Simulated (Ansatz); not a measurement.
Cost and result for the atomization energy of AlBH$_{4}$SeSi, SMILES `[AlH2][B]1[SiH2][Se]1` (8 atoms, 8 bonds).

The species carries charge 0 and has multiplicity 1. Correlated methods include outer-core shells of Se, which these sets cover unevenly. Scalar relativity is left out up to krypton. The geometry is a stationary point of PBE0-D4/def2-TZVP. Program: Ansatz. All runs use 2 threads of an Arm Neoverse V2 on a shared host. Times are those of one run each, without the atoms' runs, and a repeat can differ threefold. Electronic energies, without spin–orbit coupling; frozen cores. CCSD(T)/CBS adds CCSD(T) − MP2 in def2-TZVPP to the MP2 limit, and its time is that of the two runs behind it. T1 = 0.016. With those shells the extrapolation isn't a true limit. B3LYP takes the VWN-RPA correlation (the form of Gaussian; ORCA's B3LYP/G). HSE06 is the plane-wave form, built on full-range PBE exchange.

CCSD(T)/CBS is a level of theory with its own doubt, some kJ/mol a heavy atom from the limit and from the frozen cores, so smaller differences don't rank the functionals.

| level | functions | wall time | atomization (kcal/mol) | difference from CCSD(T)/CBS | per bond |
| --- | --- | --- | --- | --- | --- |
| LDA (SPW92)/def2-TZVPP | 219 | 1.6 s | 611.0 | 68.6 | 8.6 |
| BLYP-D4/def2-TZVPP | 219 | 3.1 s | 533.2 | -9.2 | -1.2 |
| PBE0-D4/def2-TZVPP | 219 | 4.4 s | 540.7 | -1.7 | -0.2 |
| BHLYP-D4/def2-TZVPP | 219 | 4.7 s | 528.8 | -13.6 | -1.7 |
| HSE06-D4/def2-TZVPP | 219 | 4.8 s | 540.8 | -1.6 | -0.2 |
| CCSD(T)/def2-SVP | 102 | 4.9 s | 505.7 | -36.7 | -4.6 |
| r2SCAN-D4/def2-TZVPP (with forces) | 219 | 6.5 s | 548.7 | 6.3 | 0.8 |
| B3LYP-D4/def2-TZVPP (with forces) | 219 | 6.5 s | 537.8 | -4.6 | -0.6 |
| ωB97X-V/def2-TZVPP | 219 | 12 s | 545.5 | 3.1 | 0.4 |
| B97M-V/def2-TZVPP | 219 | 13 s | 554.2 | 11.8 | 1.5 |
| MP2/def2-QZVPP | 406 | 25 s | 541.1 | -1.3 | -0.2 |
| CCSD(T)/def2-TZVPP | 219 | 110 s | 525.9 | -16.5 | -2.1 |
| CCSD(T)/CBS(def2) | – | 2.2 min | 542.4 | 0.0 | 0.0 |

Leaving LDA and LC-ωPBE aside and taking each functional with its dispersion term where it has one, the values spread over 25.3 kcal/mol, from BHLYP-D4 to B97M-V. LDA lies +70.5 kcal/mol from PBE without D4, its usual overbinding. From PBE to PBE0 (25 % exact exchange), in def2-TZVPP and without D4, the atomization energy moves by −4.1 kcal/mol: exact exchange takes away binding that semilocal exchange gives to molecules. At CCSD(T), def2-SVP lies −36.7 kcal/mol from the extrapolated value and def2-TZVPP −16.5 kcal/mol: correlation converges slowly with the basis, and small sets miss more of it in the bonded molecule than in its fragments.
